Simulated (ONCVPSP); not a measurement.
**beryllium (Be): from the effect back to the setting (ONCV)**

Base potential:

```
Element                 : Be
Generator               : ONCVPSP 4.0.1
Type                    : optimised norm-conserving Vanderbilt (ONCV)
Functional              : PBE
Relativity              : scalar-relativistic
Frozen core             : [He]
Valence charge          : 2
Reference configuration : 2s2
Partial waves           : 2s: rc 1.85 bohr, ncon 5, nbas 8, qcut 3.1 1/bohr, 2 projectors, debl 2.2 Ha; p scattering state at 0.05 Ha: rc 1.45 bohr, ncon 4, nbas 8, qcut 6.8 1/bohr, local; d scattering state at 0.13 Ha: rc 1.45 bohr, ncon 3, nbas 7, qcut 7.1 1/bohr, 1 projector
Local potential         : the p channel
Core correction         : Teter function fitted to the true core (icmod 2), fcfact 0.55
```

Cutoffs, loose and tight: the cutoffs (Ha) at which the residual kinetic energy of the hardest occupied pseudo-wave falls to 1 and 0.1 mHa per electron. They do not see the model core or the augmentation charge, which bear on the density cutoff. Test errors are all-electron minus pseudo excitation energies from the reference, over the configurations 2s1; 2s1.5; 2s1 2p1; 2s0 2p1; variants that change the core or the reference have their own tests.

Only the qcut of the s channel is moved:

```
qcut of the s channel (1/bohr)  cutoff, loose  cutoff, tight  bound ghosts  largest test error (meV)
                           1.9          16 Ha          40 Ha          none                       +19
                           2.3          14 Ha          39 Ha          none                       +19
                           2.6          13 Ha          38 Ha          none                       +19
                             3         6.8 Ha          35 Ha          none                       +18
                           3.3         6.0 Ha          31 Ha          none                       +18
                           3.5         6.0 Ha          20 Ha          none                       +18
                           3.9         6.1 Ha          11 Ha          none                       +18
                           4.5         6.5 Ha         8.9 Ha          none                       +18
```

Task: One more run gave cutoff, loose: 6.3 Ha; cutoff, tight: 9.0 Ha; bound ghosts: none; largest test error (meV): +18. Which value of the qcut of the s channel was used?

Result: 4.2 1/bohr. The tight cutoff moves one way along this sweep, from 40 Ha at 1.9 to 8.9 Ha at 4.5 1/bohr, which places the run between 3.9 and 4.5 1/bohr.
